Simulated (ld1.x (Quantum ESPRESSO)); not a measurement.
Values are calculated unless marked as measured or tabulated.
# Potentials for arsenic (As) compared

Generated with ld1.x 7.5 (TM, RRKJ, ultrasoft, PAW), atompaw 4.2 or ONCVPSP 4.0.1. The cutoff is in Ry: for ld1.x and atompaw files where the sum of valence levels is converged to 10 mRy in a Bessel basis, for ONCV files where the hardest occupied wave has 1 mHa per electron of residual kinetic energy. The error is the largest all-electron minus pseudo excitation energy over each file’s own four to seven test configurations (ionisations up to +4, promotions, holes and added fractions of an electron), all of which were solved. The labels leave out finer settings (local radius, basis sizes, second energies), which also bear on the numbers. Spin-polarised tests are not counted. The rows are a selection from randomly drawn settings: files with unsolved tests, undetermined cutoffs or missed reference levels are left out.

A true bound ghost makes a file unfit for plane-wave use even where its test errors are small: the radial tests pick states by their node count and pass the ghost by.

| potential | cutoff (Ry) | largest error (meV) | bound ghosts |
| --- | --- | --- | --- |
| TM, PBEsol, non-relativistic, rc 1.40/1.40/1.40 (spd), local p, core correction yes, reference 4s2 4p3 | 55 | -356 | d |
| ultrasoft, PBE, scalar-relativistic, rc 1.70/1.60 (sp), local smoothed, core correction no, reference 4s2 4p3 | 12 | -71 | none |
| TM, PBE, scalar-relativistic, rc 1.50/1.60/1.70 (spd), local d, core correction yes, reference 4s1.75 4p3.25 | 21 | -31 | s, p |
| ultrasoft, PBE, scalar-relativistic, rc 1.60/1.90 (sp), local smoothed, core correction no, reference 4s2 4p3 | 12 | -61 | none |
| TM, PBE, scalar-relativistic, rc 1.55/2.15 (sp), local smoothed, core correction yes, reference 4s2 4p3 | 21 | -98 | none |

Question: Fill in the row for As: ultrasoft, PBEsol, scalar-relativistic, rc 0.85/1.20/0.90 (spd), local smoothed, core correction yes, reference 3s2 3p6 3d10 4s2 4p2.

Answer: cutoff 200 Ry, largest error -809 meV, bound ghosts: none.
